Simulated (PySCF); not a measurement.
## Adding and removing an electron: GePb

UHF-SCS-MP2; Ge cc-pVDZ-PP with ECP10, Pb cc-pVDZ-PP with ECP60; scalar-relativistic core potentials (PySCF 2.14). Neutral (UHF): triplet (π ↑↑), Re = 2.657 Å, ωe = 211 cm⁻¹, De = 1.73 eV.

GePb⁺ (UHF): quartet (σ ↑, π ↑↑), Re = 2.649 Å, ωe = 206 cm⁻¹. The energies at the minima are -485.34789 hartree for GePb and -485.10102 for GePb⁺.

Problem. Work out the adiabatic ionisation energy, without and with harmonic zero-point energies (1 hartree = 27.2114 eV, 1 eV = 8065.5 cm⁻¹), and the change of the bond length.

Solution. At UHF-SCS-MP2: 0.24687 hartree = 6.718 eV between the minima; the zero-point term (206.0 − 211.0)/2 cm⁻¹ = -0.000 eV makes it 6.717 eV. Re changes by -0.8 pm against the neutral. The electron leaves a σ orbital, and the small change of length marks it as nearly non-bonding.

Correlated steps freeze 8 core orbitals. Correlated levels converge slowly with the basis: in double zeta they bind strong bonds too weakly, by up to about 1 eV, and carry superposition errors of some tenths. Spin–orbit coupling is left out, which matters for elements this heavy, above all for dissociation energies. States were picked by a PBE0 search and need not be the measured ground states.
